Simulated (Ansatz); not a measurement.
Calculated with Ansatz (gas phase, PBE0-D4/def2-TZVP geometries, no zero-point term in ΔE). CCSD(T)/CBS is the MP2 limit (def2-TZVPP, def2-QZVPP) plus CCSD(T) − MP2 in def2-TZVPP, frozen cores. This one scheme is used for every species. One conformer a species, not always the lowest.

Consider the ligand exchange at the Si–Cl bond: dichlorosilane + `CO[SiH](F)S` → `CO[SiH](F)S[SiH2]Cl` + HCl.

(1) Is it downhill or uphill in electronic energy at CCSD(T)/CBS, and by how much? (Estimate.)

(2) What do these levels give: HF/def2-TZVPP, CCSD/def2-TZVPP, HF/def2-QZVPP, MP2/def2-QZVPP, HF/CBS(def2), CCSD/CBS(def2)? (An estimate is asked.)

Largest T1 diagnostic among the species: 0.012.

## Answers

(1) The calculation gave: Uphill: ΔE = +0.27 eV.

(2) Ansatz gave: HF/def2-TZVPP 0.46, CCSD/def2-TZVPP 0.31, HF/def2-QZVPP 0.46, MP2/def2-QZVPP 0.25, HF/CBS(def2) 0.46, CCSD/CBS(def2) 0.30 eV.

In def2-TZVPP, CCSD(T) changes the Hartree–Fock value by −0.19 eV (the triples alone add −0.03 eV) and MP2 by −0.20 eV. The D4 term adds −0.12 eV with B3LYP and −0.07 eV with PBE0; it sums over pairs of atoms, weighted by their polarisabilities, and B3LYP, whose exchange is more repulsive, gets the larger term.

B3LYP here is the variant with VWN-RPA as its local correlation; programs differ in this.
